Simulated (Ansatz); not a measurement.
Species: SiP$_{2}$H$_{6}$, charge 0, singlet. SiP2H6 (SMILES P[SiH2]P).
B3LYP-D3(BJ)/def2-TZVP minimum from Ansatz (a quantum-chemistry and plane-wave program):
```
Si
H 1 1.4832
H 1 1.4832 2 108.38
P 1 2.2676 2 107.32 3 115.62
H 4 1.4191 1 94.17 2 168.86
H 4 1.4191 5 93.71 1 94.47
P 1 2.2676 2 107.32 3 -115.62
H 7 1.4191 1 94.17 2 -168.86
H 7 1.4191 8 93.71 1 -94.47
```

Atomisation energy term by term, kcal/mol (programs: Ansatz). Open shells are spin-unrestricted; no spin-orbit coupling. Cores are frozen in correlated methods. Rows without X2C or -DK are non-relativistic. CBS(X,Y): correlation extrapolated as X^-3, Hartree-Fock from the larger set. A bracket is a step between two methods taken in the basis named. '+ core + X2C': CCSD(T) terms for core correlation (cc-pwCVTZ, 1s frozen past Ne) and scalar relativity (cc-pVTZ-DK). Where a partner has so few electrons that a lower coupled-cluster level is exact, that level stands in.

```csv
term,basis,kcal/mol
Hartree-Fock,cc-pV(Q+d)Z,420.99
CCSD correlation,"CBS(cc-pV(T+d)Z,cc-pV(Q+d)Z)",162.98
(T),"CBS(cc-pV(T+d)Z,cc-pV(Q+d)Z)",8.11
CCSDT(Q) - CCSD(T),cc-pV(D+d)Z,0.73
core correlation,cc-pwCVTZ,0.68
scalar relativity,"X2C, cc-pVTZ-DK",-1.49
sum: De,,592.0
```
